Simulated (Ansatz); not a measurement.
`[F][Sb]([F])[Cl]` + `[SiH3]B1CO1` → `[F][Sb]([F])[SiH3]` + `ClB1CO1`  (redistribution)

Calculated with Ansatz (gas phase, PBE0-D4/def2-TZVP geometries, no zero-point term in ΔE). CCSD(T)/CBS adds triple-zeta CCSD(T) − MP2 to the extrapolated MP2 energy (def2 sets, frozen cores). DFT in def2-TZVPP. B3LYP here is the variant with VWN-RPA as its local correlation; programs differ in this. def2 core potentials past Kr. For Sb outer-core shells are correlated without core-valence functions, which leaves a few kJ/mol of doubt a bond.

| level | ΔE (kJ/mol) | difference from CCSD(T)/CBS |
| --- | --- | --- |
| LDA (SPW92) | -0.7 | -7.6 |
| ωB97X-V | 5.8 | -1.1 |
| PBE | 3.2 | -3.7 |
| r2SCAN | 4.9 | -2.0 |
| B3LYP | 5.0 | -1.9 |
| CAM-B3LYP | 5.3 | -1.6 |
| RPA@PBE/def2-TZVPP | 1.9 | -5.0 |
| CCSD(T)/def2-TZVPP | 1.0 | -5.9 |
| SCS-MP2/def2-QZVPP | 7.2 | 0.3 |
| HF/CBS(def2) | 6.4 | -0.5 |
| CCSD(T)/CBS | 6.9 | 0 |

Question: What do rigid-rotor, harmonic-oscillator terms from PBE0-D4/def2-TZVP frequencies (298.15 K, 1 bar) make of the CCSD(T)/CBS value? (Best estimate.)

Answer: Computed: ΔZPE = -0.4 kJ/mol, ΔH = +6.7 kJ/mol, ΔS = 0 J/(mol·K), ΔG = +6.8 kJ/mol.

Largest T1 diagnostic among the species: 0.016.

Leaving LDA and LC-ωPBE aside and taking each functional with its dispersion term where it has one, the values, not all of them listed here, spread over 7.8 kJ/mol, from PBE-QIDH to B97M-V. LDA lies −3.9 kJ/mol from PBE without D4. From BLYP to BHLYP (50 % exact exchange), in def2-TZVPP and without D4, ΔE moves by −3.6 kJ/mol. At CCSD(T), def2-SVP lies −25.9 kJ/mol from the extrapolated value and def2-TZVPP −5.9 kJ/mol.
